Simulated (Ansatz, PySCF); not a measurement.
Cl₂Hg, SMILES [Cl][Hg][Cl] (connectivity only; charge and spin as stated), charge -1, multiplicity 2. Atoms are numbered in the order given.

```xyz
3

Hg     0.0000     0.0000     0.4519
Cl     0.0000    -2.5024    -0.3633
Cl     0.0000     2.5024    -0.3633
```
Charge -1, spin multiplicity 2.

Coordinates come from a PBE0-D3(BJ)/def2-SVPD optimisation. The multiplicity is an assumed one; other spin states were not compared. The isomer is the one that the SMILES or the coordinates give; other isomers of the formula were not compared. The def2 effective core potentials stand for the cores of Hg; spin–orbit coupling is left out.

Two levels are set side by side: PBE-D3(BJ)/def2-SVPD (Ansatz, a program for electronic structure) and PBE0-D3(BJ)/def2-SVPD (Ansatz). Each level has its own optimised geometry; the coordinates shown are those of the second. Frequencies come from the Hessian of PySCF at each geometry. Differences are taken from unrounded values.

```csv
quantity,PBE0-D3(BJ),PBE-D3(BJ),PBE-D3(BJ) minus PBE0-D3(BJ)
mean bond length (Å),2.632,2.698,0.066
bond Hg1–Cl2 (Å),2.632,2.698,0.066
bond Hg1–Cl3 (Å),2.632,2.698,0.066
highest harmonic wavenumber (cm⁻¹),199,179,-19
mean harmonic wavenumber (cm⁻¹),141,120,-21
zero-point energy (kcal/mol),0.61,0.51,-0.09
```

Exact exchange shortens and stiffens bonds; PBE has none. Differences between two approximate levels are no errors against the true value.
